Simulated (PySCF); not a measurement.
Isomers of C5H7N3O2, mass 141.054 u with the commonest isotopes. Computed with PBE0/pcSseg-1 in PySCF (dipole) on a GFN2-xTB geometry, gas phase. One conformer each, none proved a minimum here; rigid rotors.

**Question.** Order these by radius of gyration √(Σ m r²/M), largest first.
A. `[CH3:1][O:2][C:3](=[O:4])[c:5]1[n:6][n:7][cH:8][n:9]1[CH3:10]` with C1–O2–C3–O4 0°, O2–C3–C5–N6 0°
B. `[CH3:1][O:2][c:3]1[n:4][c:5]([C:6]([CH3:7])=[O:8])[n:9][nH:10]1` with C1–O2–C3–N4 -1°, N4–C5–C6–C7 -10°
C. `[CH3:1][O:2][C:3](=[O:4])[c:5]1[cH:6][n:7][n:8]([CH3:9])[n:10]1` with C1–O2–C3–O4 0°, O2–C3–C5–C6 180°
D. `[CH3:1][O:2][C:3](=[O:4])[c:5]1[cH:6][n:7]([CH3:8])[n:9][n:10]1` with C1–O2–C3–O4 0°, O2–C3–C5–C6 180°
E. `[CH3:1][O:2][C:3](=[O:4])[c:5]1[n:6][nH:7][n:8][c:9]1[CH3:10]` with C1–O2–C3–O4 0°, O2–C3–C5–N6 0°

**Answer.** D (2.377 Å), C (2.338 Å), B (2.300 Å), E (2.217 Å), A (2.183 Å).

**Question.** Order these by rotational constant C, largest first.
A. `[CH3:1][O:2][C:3](=[O:4])[c:5]1[n:6][n:7][cH:8][n:9]1[CH3:10]` with C1–O2–C3–O4 0°, O2–C3–C5–N6 0°
B. `[CH3:1][O:2][c:3]1[n:4][c:5]([C:6]([CH3:7])=[O:8])[n:9][nH:10]1` with C1–O2–C3–N4 -1°, N4–C5–C6–C7 -10°
C. `[CH3:1][O:2][C:3](=[O:4])[c:5]1[cH:6][n:7][n:8]([CH3:9])[n:10]1` with C1–O2–C3–O4 0°, O2–C3–C5–C6 180°
D. `[CH3:1][O:2][C:3](=[O:4])[c:5]1[n:6][nH:7][n:8][c:9]1[CH3:10]` with C1–O2–C3–O4 0°, O2–C3–C5–N6 0°
E. `[CH3:1][O:2][C:3](=[O:4])[c:5]1[cH:6][n:7]([CH3:8])[n:9][n:10]1` with C1–O2–C3–O4 0°, O2–C3–C5–C6 180°

**Answer.** A (755.2 MHz), D (732.3 MHz), B (681.4 MHz), C (658.1 MHz), E (636.5 MHz).

**Question.** Order these by rotational constant B, smallest first.
A. `[CH3:1][O:2][c:3]1[n:4][c:5]([C:6]([CH3:7])=[O:8])[n:9][nH:10]1` with C1–O2–C3–N4 -1°, N4–C5–C6–C7 -10°
B. `[CH3:1][O:2][C:3](=[O:4])[c:5]1[n:6][n:7][cH:8][n:9]1[CH3:10]` with C1–O2–C3–O4 0°, O2–C3–C5–N6 0°
C. `[CH3:1][O:2][C:3](=[O:4])[c:5]1[n:6][nH:7][n:8][c:9]1[CH3:10]` with C1–O2–C3–O4 0°, O2–C3–C5–N6 0°
D. `[CH3:1][O:2][C:3](=[O:4])[c:5]1[cH:6][n:7]([CH3:8])[n:9][n:10]1` with C1–O2–C3–O4 0°, O2–C3–C5–C6 180°
E. `[CH3:1][O:2][C:3](=[O:4])[c:5]1[cH:6][n:7][n:8]([CH3:9])[n:10]1` with C1–O2–C3–O4 0°, O2–C3–C5–C6 180°

**Answer.** D (735.6 MHz), E (799.5 MHz), A (869.5 MHz), C (995.3 MHz), B (1029 MHz).

```json
{"SMILES": "COC(=O)c1nncn1C", "point group": "Cs", "Ia (u·Å²)": "184.46", "Ib (u·Å²)": "491.06", "Ic (u·Å²)": "669.21", "κ": "-0.72", "μa (D)": "0.13", "μb (D)": "4.16", "μc (D)": "0.01"}
{"SMILES": "COC(=O)c1cn(C)nn1", "point group": "near Cs", "Ia (u·Å²)": "113.27", "Ib (u·Å²)": "687.08", "Ic (u·Å²)": "793.98", "κ": "-0.95", "μa (D)": "2.37", "μb (D)": "2.23", "μc (D)": "0.02"}
{"SMILES": "COC(=O)c1n[nH]nc1C", "point group": "Cs", "Ia (u·Å²)": "188.58", "Ib (u·Å²)": "507.79", "Ic (u·Å²)": "690.10", "κ": "-0.73", "μa (D)": "0.02", "μb (D)": "1.34", "μc (D)": "0.01"}
{"SMILES": "COC(=O)c1ncnn1C", "point group": "Cs", "Ia (u·Å²)": "180.08", "Ib (u·Å²)": "494.48", "Ic (u·Å²)": "668.24", "κ": "-0.74", "μa (D)": "1.11", "μb (D)": "1.29", "μc (D)": "0.00"}
{"SMILES": "COc1nc(C(C)=O)n[nH]1", "point group": "C1", "Ia (u·Å²)": "168.96", "Ib (u·Å²)": "581.25", "Ic (u·Å²)": "741.64", "κ": "-0.84", "μa (D)": "5.41", "μb (D)": "1.62", "μc (D)": "0.36"}
{"SMILES": "COC(=O)c1cnn(C)n1", "point group": "–", "Ia (u·Å²)": "142.18", "Ib (u·Å²)": "632.08", "Ic (u·Å²)": "767.92", "κ": "-0.90", "μa (D)": "1.27", "μb (D)": "2.30", "μc (D)": "0.00"}
```
